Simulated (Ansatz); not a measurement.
Ansatz (a quantum-chemistry and plane-wave program) input file for Mo(NH)2(F)(Me) (CH₅FMoN₂), SMILES [CH3][Mo](=[NH])(=[NH])[F], multiplicity 1, PBE-D3(BJ)/def2-SVP. 

Ansatz 0.2 input:
```yaml
crystal:
  periodic: [false, false, false]
  atoms:
    - {symbol: Mo, position_ang: [-0.02786084, -0.08159568, -0.00000000]}
    - {symbol: N, position_ang: [-1.01241669, -0.08823279, -1.40704272]}
    - {symbol: H, position_ang: [-1.88893049, -0.16155499, -1.91948355]}
    - {symbol: N, position_ang: [-1.01241667, -0.08823278, 1.40704274]}
    - {symbol: H, position_ang: [-1.88893047, -0.16155498, 1.91948357]}
    - {symbol: F, position_ang: [1.28363305, -1.41226807, -0.00000000]}
    - {symbol: C, position_ang: [0.78784164, 1.85485362, -0.00000001]}
    - {symbol: H, position_ang: [0.02193315, 2.64269517, -0.00000001]}
    - {symbol: H, position_ang: [1.41008477, 1.96199156, -0.90382097]}
    - {symbol: H, position_ang: [1.41008478, 1.96199156, 0.90382094]}
basis:
  gaussian:
    orbitals: def2-SVP
hamiltonian:
  xc: pbe
  dispersion: d3bj
relax: {f_tol: 0.002, max_steps: 200}
```

Log of the run:

```
WARN ansatz: RAYON_NUM_THREADS=1 ignored (pool sized by the plan → 1); use --threads N
Functional definition: PBE
integrals: 0.06 GiB planned
1243 factors; their error is unknown
mean field: 0.33 GiB planned
mean field evaluation 1: about -8636.9528 eV, gradient 1.1e2 eV
mean field evaluation 2: about -8426.1869 eV, gradient 2.8e2 eV
mean field evaluation 4: about -8660.9922 eV, gradient 2.1e1 eV
mean field evaluation 8: about -8661.8907 eV, gradient 8.3e-1 eV
mean field evaluation 16: about -8661.8374 eV, gradient 2.6e-2 eV
mean field -8661.83742409 eV, -318.3166541310 hartree, gradient 2.9e-5 eV, S^2 0.000000; 0 other end points of the search recorded, 0 dependent functions left out
the calculation of the forces begins
reference -8661.83749771 eV, -318.3166568366 hartree; 24, 24 occupied and 88, 88 virtual orbitals, 1243 factors
relax step   1: F+E_penalty+E_count = -8662.07210016 eV  Δ(F+E_penalty+E_count) = +0.000e0 eV  max|allowed force component| = 9.306e-1 eV/Å  Δτ_max = 0.0000 Å  (36 SCF iters, accepted)
these checks for a lower state are left out or cut short: starts, cluster_reference, orbital_swaps, neighbouring_geometries, increment
integrals: 0.06 GiB planned
1243 factors; their error is unknown
mean field: 0.33 GiB planned
mean field evaluation 32: about -8661.8737 eV, gradient 1.9e-5 eV
mean field -8661.87371674 eV, -318.3179878612 hartree, gradient 1.9e-5 eV, S^2 0.000000; 0 other end points of the search recorded, 0 dependent functions left out
the calculation of the forces begins
reference -8661.87379028 eV, -318.3179905640 hartree; 24, 24 occupied and 88, 88 virtual orbitals, 1243 factors
relax step   2: F+E_penalty+E_count = -8662.10646152 eV  Δ(F+E_penalty+E_count) = -3.436e-2 eV  max|allowed force component| = 1.053e-1 eV/Å  Δτ_max = 0.0291 Å  (34 SCF iters, accepted)
these checks for a lower state are left out or cut short: starts, cluster_reference, orbital_swaps, neighbouring_geometries, increment
integrals: 0.06 GiB planned
1243 factors; their error is unknown
mean field: 0.33 GiB planned
mean field -8661.87506772 eV, -318.3180375089 hartree, gradient 2.4e-5 eV, S^2 0.000000; 0 other end points of the search recorded, 0 dependent functions left out
the calculation of the forces begins
reference -8661.87514133 eV, -318.3180402139 hartree; 24, 24 occupied and 88, 88 virtual orbitals, 1243 factors
relax step   3: F+E_penalty+E_count = -8662.10783791 eV  Δ(F+E_penalty+E_count) = -1.376e-3 eV  max|allowed force component| = 2.369e-2 eV/Å  Δτ_max = 0.0097 Å  (35 SCF iters, accepted)
these checks for a lower state are left out or cut short: starts, cluster_reference, orbital_swaps, neighbouring_geometries, increment
integrals: 0.06 GiB planned
1243 factors; their error is unknown
mean field: 0.33 GiB planned
mean field -8661.87526277 eV, -318.3180446768 hartree, gradient 2.5e-5 eV, S^2 0.000000; 0 other end points of the search recorded, 0 dependent functions left out
the calculation of the forces begins
reference -8661.87533641 eV, -318.3180473830 hartree; 24, 24 occupied and 88, 88 virtual orbitals, 1243 factors
relax step   4: F+E_penalty+E_count = -8662.10798366 eV  Δ(F+E_penalty+E_count) = -1.457e-4 eV  max|allowed force component| = 2.826e-2 eV/Å  Δτ_max = 0.0074 Å  (36 SCF iters, accepted)
these checks for a lower state are left out or cut short: starts, cluster_reference, orbital_swaps, neighbouring_geometries, increment
integrals: 0.06 GiB planned
1243 factors; their error is unknown
mean field: 0.33 GiB planned
mean field -8661.87534968 eV, -318.3180478708 hartree, gradient 2.5e-5 eV, S^2 0.000000; 0 other end points of the search recorded, 0 dependent functions left out
the calculation of the forces begins
reference -8661.87542332 eV, -318.3180505770 hartree; 24, 24 occupied and 88, 88 virtual orbitals, 1243 factors
relax step   5: F+E_penalty+E_count = -8662.10807879 eV  Δ(F+E_penalty+E_count) = -9.513e-5 eV  max|allowed force component| = 1.671e-2 eV/Å  Δτ_max = 0.0046 Å  (37 SCF iters, accepted)
these checks for a lower state are left out or cut short: starts, cluster_reference, orbital_swaps, neighbouring_geometries, increment
integrals: 0.06 GiB planned
1243 factors; their error is unknown
mean field: 0.33 GiB planned
mean field -8661.87537960 eV, -318.3180489704 hartree, gradient 2.1e-5 eV, S^2 0.000000; 0 other end points of the search recorded, 0 dependent functions left out
the calculation of the forces begins
reference -8661.87545324 eV, -318.3180516765 hartree; 24, 24 occupied and 88, 88 virtual orbitals, 1243 factors
relax step   6: F+E_penalty+E_count = -8662.10811631 eV  Δ(F+E_penalty+E_count) = -3.751e-5 eV  max|allowed force component| = 5.754e-3 eV/Å  Δτ_max = 0.0040 Å  (27 SCF iters, accepted)
these checks for a lower state are left out or cut short: starts, cluster_reference, orbital_swaps, neighbouring_geometries, increment
integrals: 0.06 GiB planned
1243 factors; their error is unknown
mean field: 0.33 GiB planned
mean field evaluation 64: about -8661.9312 eV, gradient 2.5e-1 eV
mean field -8661.87538141 eV, -318.3180490368 hartree, gradient 1.7e-5 eV, S^2 0.000000; 0 other end points of the search recorded, 0 dependent functions left out
the calculation of the forces begins
reference -8661.87545504 eV, -318.3180517428 hartree; 24, 24 occupied and 88, 88 virtual orbitals, 1243 factors
relax step   7: F+E_penalty+E_count = -8662.10812208 eV  Δ(F+E_penalty+E_count) = -5.777e-6 eV  max|allowed force component| = 1.677e-3 eV/Å  Δτ_max = 0.0013 Å  (26 SCF iters, accepted)
integrals: 0.06 GiB planned
1243 factors; their error is unknown
mean field: 0.33 GiB planned
mean field evaluation 96: about -8661.8754 eV, gradient 1.7e-5 eV
mean field -8661.87538141 eV, -318.3180490368 hartree, gradient 1.7e-5 eV, S^2 0.000000; 1 other end points of the search recorded, 0 dependent functions left out
the calculation of the forces begins
reference -8661.87545504 eV, -318.3180517428 hartree; 24, 24 occupied and 88, 88 virtual orbitals, 1243 factors
Total energy: -8662.10819572 eV, -318.3266048048 hartree
Atom 0 at    -0.029546    -0.076129     0.000000 Å, force    -0.001677     0.001166    -0.000000 eV/Å
Atom 1 at    -1.021313    -0.086939    -1.428773 Å, force     0.001294    -0.001113    -0.001197 eV/Å
Atom 2 at    -1.906672    -0.187429    -1.939533 Å, force    -0.001263     0.000676     0.000387 eV/Å
Atom 3 at    -1.021313    -0.086939     1.428773 Å, force     0.001294    -0.001113     0.001197 eV/Å
Atom 4 at    -1.906672    -0.187429     1.939533 Å, force    -0.001263     0.000676    -0.000387 eV/Å
Atom 5 at     1.284814    -1.422307     0.000000 Å, force     0.001083    -0.000638     0.000000 eV/Å
Atom 6 at     0.799174     1.867092    -0.000000 Å, force     0.000041    -0.000528    -0.000000 eV/Å
Atom 7 at     0.032883     2.665922    -0.000000 Å, force    -0.000123    -0.000091     0.000000 eV/Å
Atom 8 at     1.425833     1.971125    -0.911055 Å, force     0.000307     0.000483     0.000050 eV/Å
Atom 9 at     1.425833     1.971125     0.911055 Å, force     0.000307     0.000483    -0.000050 eV/Å
Dipole moment:    -0.439186     0.232233     0.000000 e Å
```

Self-consistency was reached.

Cost: about 30 core-seconds (a rough figure).
